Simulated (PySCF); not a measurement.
A structure optimised at PBE-D3(BJ)/def2-SVP, used in a PySCF frequency run:

```
As
C 1 1.9039
H 2 1.1031 1 119.67
H 2 1.1031 3 116.55 1 -157.16
C 1 1.9875 2 99.32 3 152.20
H 5 1.1069 1 111.06 2 -53.38
H 5 1.1074 6 109.47 1 -120.21
H 5 1.1074 6 109.90 7 -119.09
C 1 1.9875 2 99.32 3 51.36
H 9 1.1069 1 111.06 2 53.38
H 9 1.1074 10 109.47 1 120.21
H 9 1.1074 10 109.90 11 119.09
```
Charge 0, spin multiplicity 2.

Question: Write its SMILES, formula and point group.

Answer: [CH2][As](C)C, C₃H₈As, Cs

Question: What are its rotational constants (standard atomic weights)?

Answer: 5.0593, 4.7742, 3.3854 GHz
